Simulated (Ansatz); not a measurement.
As₇⁻, relaxed as a singlet with RKS PBE0-D4/def2-SVPD in Ansatz, starting from the GFN1-xTB geometry. Force threshold 0.02 eV/Å.

The structure comes from a short search, and lower isomers may exist.

Start:

Cartesian coordinates in Å:
```
As -1.175 1.394 1.273
As 0.133 1.940 -0.677
As 0.845 -1.458 0.892
As -0.668 -0.294 -1.758
As 1.146 -1.760 -1.425
As -1.498 -0.924 0.452
As 1.217 1.102 1.242
```

(1) Estimate the energy that the relaxation releases and the steps that it takes.

(2) Does the start keep its bonding and symmetry?

(3) Predict the relaxed structure.

Answers

(1) 0.06 eV, in 7 steps; 53 s on 4 threads of AMD EPYC 9B45 on a shared host. No frequencies were taken in this run, so the end may be a saddle point.

(2) By distances, no bond broke or formed. The bond that changes most is As1–As6, from 2.48 to 2.55 Å (atoms count from 1). Point group Cs at the start, Cs at the end, both within 0.05 Å.

(3) 
```xyz
7

As   -1.1916    1.4143    1.2963
As    0.1310    1.9420   -0.6962
As    0.8645   -1.4493    0.9360
As   -0.6847   -0.2577   -1.7853
As    1.1176   -1.7738   -1.4127
As   -1.4723   -0.9671    0.4148
As    1.2356    1.0916    1.2471
```
Bond lengths: 10 × As–As 2.38 to 2.59 Å.
